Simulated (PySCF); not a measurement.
C7H11OP.
Structure used (PBE0-D3(BJ)/def2-SVP), in Å, numbered top down from 1:
```
atom  x, y, z in Å
C1    -1.4719    0.8973   -0.6813
C2    -0.6825   -0.1777    0.0627
C3    -1.2458   -0.3466    1.4808
C4    -0.7784   -1.5096   -0.6953
C5     0.7657    0.2267    0.1571
C6     1.4403    1.3149   -0.3073
P7     3.1699    1.2447    0.1140
C8     2.8335   -0.2451    0.8752
O9     1.5546   -0.6469    0.8215
H10   -1.0993    1.0329   -1.7081
H11   -1.4183    1.8666   -0.1630
H12   -2.5313    0.6065   -0.7434
H13   -2.3028   -0.6520    1.4366
H14   -0.6887   -1.1140    2.0375
H15   -1.1833    0.5973    2.0436
H16   -0.3859   -1.4086   -1.7188
H17   -1.8278   -1.8365   -0.7599
H18   -0.2040   -2.2962   -0.1847
H19    0.9643    2.1196   -0.8652
H20    3.4891   -0.9362    1.4063
```

Computed with PySCF at PBE0/pcSseg-1, non-relativistic, on one gas-phase PBE0-D3(BJ)/def2-SVP geometry that isn't relaxed in the solvent. The solvent is an IEF-PCM continuum (cavity from Bondi-type radii × 1.2). Specific hydrogen bonds and non-electrostatic terms are outside this model.

Gas phase at PBE0/pcSseg-1: HOMO -6.66 eV, LUMO -0.74 eV, dipole 1.87 D.

**Question.** What does the continuum do to the energy, the frontier levels and the dipole at PBE0/pcSseg-1 in acetonitrile and dimethylsulfoxide?

**Answer.** 
```
          solvent      ε  E(solvent) − E(gas) (kcal/mol)  polarisation term (kcal/mol)  distortion of the solute (kcal/mol)  HOMO (eV)  LUMO (eV)  dipole (D)
     acetonitrile  35.69                           -2.86                         -3.24                                 0.38      -6.74      -0.86        2.49
dimethylsulfoxide  46.83                           -2.89                         -3.28                                 0.39      -6.74      -0.86        2.50
```

Polarisation term: ½ Σ q·V over the induced surface charges. Distortion: the rise of the solute's own energy as its density leaves the gas-phase optimum. From acetonitrile to dimethylsulfoxide the lowering changes by a factor 1.01, Onsager's factor (ε − 1)/(2ε + 1) by 1.01 and ε itself by 1.3.

**Question.** Which radius a makes the point-dipole formula ΔE = −[(ε − 1)/(2ε + 1)]·μ²/a³ give the value in dimethylsulfoxide, with the gas-phase dipole?

**Answer.** μ = 0.736 au and |ΔE| = 0.00460 Eh give a = 2.04 Å; the farthest nucleus lies 3.89 Å from the centroid of the nuclei, so such a sphere wouldn't even hold the nuclei. The formula assumes a rigid point dipole at the centre of a sphere.

**Question.** Give the dipole vector in the frame of the coordinates (D, pointing from negative to positive charge), gas and dimethylsulfoxide.

**Answer.** Gas (-1.75, -0.66, -0.02), solvent (-2.34, -0.87, -0.03). Its length changes by +33 % and its direction by less than 1°.

**Question.** Which ESP-fitted charges (PBE0/pcSseg-1) respond most in acetonitrile (means over atoms taken as equivalent)?

**Answer.** 
```csv
atoms,environment,gas (e),solvent (e),change
P7,phosphorus bonded to 2 C,-0.130,-0.186,-0.056
C2,benzylic-type carbon,+0.481,+0.503,+0.022
C8,aromatic CH next to a ring oxygen,-0.057,-0.041,+0.016
H20,aromatic hydrogen,+0.167,+0.183,+0.016
C5,substituted aromatic carbon,-0.027,-0.042,-0.015
H19,aromatic hydrogen,+0.167,+0.182,+0.015
```
